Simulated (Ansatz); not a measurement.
BeMeI (CH3BeI). Charge 0, multiplicity 1. Geometry relaxed at r2SCAN-D4/def2-TZVP.

| atom | x (Å) | y (Å) | z (Å) |
| --- | --- | --- | --- |
| Be1 | 0.3659 | 0.8785 | 0.0838 |
| C2 | -0.2741 | -0.6583 | -0.0655 |
| H3 | -0.5832 | -0.8775 | -1.0928 |
| H4 | -1.1565 | -0.7965 | 0.5683 |
| H5 | 0.4468 | -1.4313 | 0.2213 |
| I6 | 1.2011 | 2.8851 | 0.2848 |

In the def2 sets I takes a core potential; there is no spin–orbit coupling.

**Question.** Estimate the harmonic wavenumbers at RKS r2SCAN-D4/def2-TZVP (Ansatz, unscaled). Is this a minimum?

**Answer.** 190, 190, 352, 659, 659, 1031, 1233, 1437, 1437, 3016, 3090, 3091 cm⁻¹. Yes, no mode is imaginary beyond noise. Zero-point energy 98.0 kJ/mol. Run time 43 s (4 threads of Arm Neoverse V1 on a shared host).
